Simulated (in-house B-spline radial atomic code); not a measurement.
Settings and results of a run for Al⁶⁺ (an excited or competing configuration). All numbers are computed (scalar-relativistic (X2C) PBEsol, spin-polarised, spherical fractional occupations; Fermi nucleus of rms radius 3.061 fm) with an all-electron radial atomic-structure program (B-spline basis), not measured.

In the input, 3d5,1 would mean five up and one down electron.

Command:
```bash
python run_scf.py task.json out
```
Settings (nuclear radius in fm, mass in u):
```
Z                13
configuration    1s2 2s2 2p1,1 3s1,0
hamiltonian      x2c
method           pbesol
spin_polarised   True
nucleus          fermi
rms_radius       3.061
atomic_mass      26.98154
speed_of_light   137.035999084
```

Output (hartree, bohr):
```
 radial grid: 66 intervals, B-splines of order 8, outer radius 10.2985 bohr

 iter        energy (Eh)    residual
    1        -214.849411    5.15e-01
    2        -217.647543    9.35e-02
    3        -217.718919    3.92e-02
    4        -217.731690    1.63e-02
    5        -217.734303    2.77e-03
    6        -217.734383    7.46e-05
    7        -217.734383    1.01e-06
    8        -217.734383    4.96e-08

 total energy                      -217.73438
 kinetic                             218.3953
 electron-nucleus                   -477.4590
 Hartree                              54.0850
 exchange-correlation                -12.7556

 orbital      occ     eigenvalue          <r>       <r^2>       <1/r>       r_max
 1s up      1.000       -63.3314     0.119785   0.0193175     12.6891     0.07824
 1s down    1.000       -63.3166     0.119789   0.0193179     12.6881     0.07825
 2s up      1.000        -9.9488     0.554552    0.362251     2.65948      0.4635
 2s down    1.000        -9.9240     0.553862    0.361038     2.66092      0.4638
 2p up      1.000        -8.7667     0.497247    0.302787     2.57545      0.3832
 2p down    1.000        -8.7423     0.496463    0.301497     2.57756      0.3833
 3s up      1.000        -3.4164      1.45877     2.41229    0.980802       1.359
```

Run time, properties included: 0.09 s on 1 thread of Arm Neoverse V1 (shared host).
